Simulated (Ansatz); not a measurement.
Consider the cleavage of the B–Si bond: `FBB[SiH3]` + HCl → `FBBCl` + SiH₄.

Isolated molecules relaxed with PBE0-D4/def2-TZVP in Ansatz; ΔE leaves out vibrations. CCSD(T)/CBS adds triple-zeta CCSD(T) − MP2 to the extrapolated MP2 energy (def2 sets, frozen cores). This one scheme is used for every species. DFT in def2-TZVPP. One conformer a species, not always the lowest.

`FBB[SiH3]`:

Z-matrix (Å, degrees):
```
Si
B 1 2.013
H 1 1.487 2 114.7
H 1 1.493 2 104.9 3 118.4
H 1 1.489 2 112.1 3 -124.4
B 2 1.663 1 123.3 3 -10.9
H 2 1.199 1 115.5 3 166.3
F 6 1.328 2 124.3 1 -88.2
H 6 1.210 2 119.5 1 89.9
```

HCl:

```xyz
2

Cl   -0.464   -0.337   -0.282
H     0.464    0.337    0.282
```

`FBBCl`:

Z-matrix (Å, degrees):
```
B
B 1 1.693
F 1 1.325 2 120.9
H 1 1.205 2 123.0 3 179.5
Cl 2 1.745 1 118.0 3 -92.3
H 2 1.195 1 125.8 3 90.2
```

SiH₄:

Z-matrix (Å, degrees):
```
Si
H 1 1.485
H 1 1.485 2 109.5
H 1 1.485 2 109.5 3 -120.0
H 1 1.485 2 109.5 3 120.0
```

| level | ΔE (kcal/mol) |
| --- | --- |
| r2SCAN | -24.0 |
| r2SCAN0 | -24.5 |

(1) What does CCSD(T)/CBS give? (An estimate is asked.)

(2) What do rigid-rotor, harmonic-oscillator terms from PBE0-D4/def2-TZVP frequencies (298.15 K, 1 bar) make of the CCSD(T)/CBS value? (An estimate is asked.)

Largest T1 diagnostic among the species: 0.014.

## Answers

(1) Computed: -24.7 kcal/mol. The listed levels differ from it by 0.7, 0.2 kcal/mol.

(2) Ansatz gave: ΔZPE = +1.1 kcal/mol, ΔH = -24.2 kcal/mol, ΔS = -13 J/(mol·K), ΔG = -23.3 kcal/mol.

From BLYP to BHLYP (50 % exact exchange), in def2-TZVPP and without D4, ΔE moves by −1.0 kcal/mol. Leaving LDA and LC-ωPBE aside and taking each functional with its dispersion term where it has one, the values, not all of them listed here, spread over 3.3 kcal/mol, from B2PLYP to B97M-V.
